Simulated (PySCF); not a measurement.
C8H9N.
Atom-mapped SMILES: `[CH3:1]/[N:2]=[CH:3]/[c:4]1[cH:5][cH:6][cH:7][cH:8][cH:9]1` (hydrogens: H10, H11, H12 on C1; H13 on C3; H14 on C5; H15 on C6; H16 on C7; H17 on C8; H18 on C9)

Cartesian coordinates in Å at the GFN2-xTB level; atoms count from 1:
```xyz
18
C8H9N angstrom
C      3.472   -0.025   -0.377
N      2.100    0.354   -0.388
C      1.197   -0.519   -0.273
C     -0.217   -0.177   -0.274
C     -0.635    1.146   -0.428
C     -1.980    1.455   -0.423
C     -2.926    0.454   -0.262
C     -2.521   -0.862   -0.109
C     -1.175   -1.177   -0.115
H      3.926    0.306   -1.313
H      3.968    0.510    0.435
H      3.632   -1.106   -0.255
H      1.428   -1.592   -0.163
H      0.117    1.909   -0.551
H     -2.300    2.480   -0.544
H     -3.978    0.698   -0.257
H     -3.256   -1.643    0.017
H     -0.860   -2.205    0.003
```

PySCF, density fitting, gas phase, GFN2-xTB geometry. The standard run uses grid level 2 after a coarse-grid start, the def2-universal JK fitting basis (with tight functions added where the orbital basis needs them), an energy threshold of 1e-9 Eh and DIIS. The changed runs have no coarse-grid stage.

Task: Standard PBE0/def2-SVPD: E = -364.322397 Eh, HOMO -6.975 eV, LUMO -1.305 eV, dipole 1.104 D, 14 cycles (coarse-grid cycles included). What changes at PBE0/def2-SVPD with: start guess random, at most 91 cycles?

Result: E = -364.322397 Eh (0.000 mEh), HOMO -6.975 eV (0.000), LUMO -1.305 eV (0.000), dipole 1.104 D (0.000), 18 SCF cycles. The result matches the standard run within 0.02 mEh and 0.003 eV; such settings steer the iterations and don't enter the energy expression.

The cycles:
```
cycle   1  E = -294.0833208318  dE = -2.421e+02  |g| = 1.133e+01  |ddm| = 5.635e+04
cycle   2  E = -203.5665316169  dE =  9.052e+01  |g| = 1.332e+01  |ddm| = 6.474e+02
cycle   3  E = -275.8521223145  dE = -7.229e+01  |g| = 1.108e+01  |ddm| = 4.404e+02
cycle   4  E = -265.1251070100  dE =  1.073e+01  |g| = 1.449e+01  |ddm| = 2.842e+02
cycle   5  E = -359.5149204474  dE = -9.439e+01  |g| = 3.473e+00  |ddm| = 2.291e+02
cycle   6  E = -350.1274620491  dE =  9.387e+00  |g| = 5.558e+00  |ddm| = 2.920e+01
cycle   7  E = -364.0003758878  dE = -1.387e+01  |g| = 1.055e+00  |ddm| = 2.005e+01
cycle   8  E = -364.1769731769  dE = -1.766e-01  |g| = 7.726e-01  |ddm| = 8.800e+00
cycle   9  E = -364.3095682831  dE = -1.326e-01  |g| = 2.395e-01  |ddm| = 3.339e+00
cycle  10  E = -364.3192975391  dE = -9.729e-03  |g| = 1.100e-01  |ddm| = 8.194e-01
cycle  11  E = -364.3221553767  dE = -2.858e-03  |g| = 2.827e-02  |ddm| = 4.168e-01
cycle  12  E = -364.3223381543  dE = -1.828e-04  |g| = 1.423e-02  |ddm| = 1.278e-01
cycle  13  E = -364.3223932550  dE = -5.510e-05  |g| = 3.472e-03  |ddm| = 5.943e-02
cycle  14  E = -364.3223964131  dE = -3.158e-06  |g| = 1.009e-03  |ddm| = 1.559e-02
cycle  15  E = -364.3223966768  dE = -2.637e-07  |g| = 2.894e-04  |ddm| = 6.776e-03
cycle  16  E = -364.3223967013  dE = -2.452e-08  |g| = 8.188e-05  |ddm| = 1.245e-03
cycle  17  E = -364.3223967031  dE = -1.860e-09  |g| = 4.910e-05  |ddm| = 5.069e-04
cycle  18  E = -364.3223967039  dE = -7.399e-10  |g| = 1.442e-05  |ddm| = 1.921e-04
```
